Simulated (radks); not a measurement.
The scandium ion Sc2+, 19 electrons, occupied as [Ar] 3d1. Calculated with a radial shooting solver on a logarithmic mesh with Libxc functionals: scalar-relativistic Kohn-Sham, TASK exchange with Perdew-Wang LDA correlation, spin-polarised, spherical densities, finite nucleus; open shells are filled with parallel spins first; meta-GGA in the generalised Kohn-Sham scheme; Fermi nuclear charge, rms radius 3.5459 fm.

Local quantities along the radius. ELF = 1/(1 + alpha^2) is the electron localisation function; alpha = (tau - tau_W)/tau_unif compares the Pauli kinetic energy density with that of the uniform gas (summed over spins); r v_xc is r times the local exchange-correlation potential of spin up (hartree bohr, multiplicative part alone); 4 pi r^2 rho is in e/bohr. tau is taken from the large components.

r (bohr)    ELF    alpha    r v_xc  4 pi r^2 rho
0.003563  1.000  0.01422   -0.1930        0.9071
0.004677  1.000  0.01492   -0.2122         1.482
0.006091  1.000  0.01600   -0.2362         2.353
0.007931  1.000  0.01765   -0.2660         3.670
0.01041   1.000  0.02025   -0.3030         5.662
0.01355   0.999  0.02421   -0.3442         8.364
0.01779   0.999  0.03090   -0.3891         11.99
0.02317   0.998  0.04219   -0.4287         16.16
0.03041   0.996  0.06424   -0.4556         20.50
0.0396    0.988   0.1090   -0.4741         23.73
0.05156   0.957   0.2125   -0.5804         24.81
0.06768   0.812   0.4805   -0.8099         23.17
0.08812   0.468    1.065   -0.6221         20.07
0.1157    0.263    1.675   -0.6300         18.31
0.1506    0.381    1.274   -0.8256         20.37
0.1977    0.691   0.6690   -0.9509         24.83
0.2574    0.837   0.4415    -1.034         26.08
0.3352    0.820   0.4684    -1.167         20.68
0.44      0.441    1.126   -0.8620         11.73
0.5729    0.110    2.851   -0.7144         7.001
0.752     0.481    1.039    -1.111         7.933
0.9792    0.832   0.4490    -1.212         8.992
1.285     0.832   0.4496    -1.325         6.658
1.674     0.648   0.7375    -1.287         3.129
2.179     0.226    1.850   -0.2052        0.9205
2.86      0.022    6.709  -0.03290        0.1710
3.725     0.003    18.67   -0.1041       0.02861
4.889     0.000    53.30   -0.1331      0.003757
6.366     0.000    238.9  -0.07893     0.0002876

On this mesh the ELF has minima near r = 0.12, 0.57 bohr, which separate the shells, and maxima near 0.29 (0.85), 1.1 (0.85).

Self-consistent cycle (total energy in hartree, residual of the potential): 1: -762.097894, 3e+00; 2: -762.881577, 2e+00; 3: -763.251795, 4e-01; 4: -763.257947, 6e-02; 5: -763.258667, 4e-03; 6: -763.258662, 4e-03; 7: -763.258662, 5e-03; 8: -763.258662, 6e-04; 9: -763.258662, 8e-04; 10: -763.258662, 5e-04; 11: -763.258662, 1e-03; 12: -763.258662, 2e-04; 13: -763.258662, 1e-04; 14: -763.258662, 3e-05; 15: -763.258662, 2e-05; 16: -763.258662, 2e-05; 17: -763.258662, 7e-06; 18: -763.258662, 5e-06; 19: -763.258662, 2e-06.
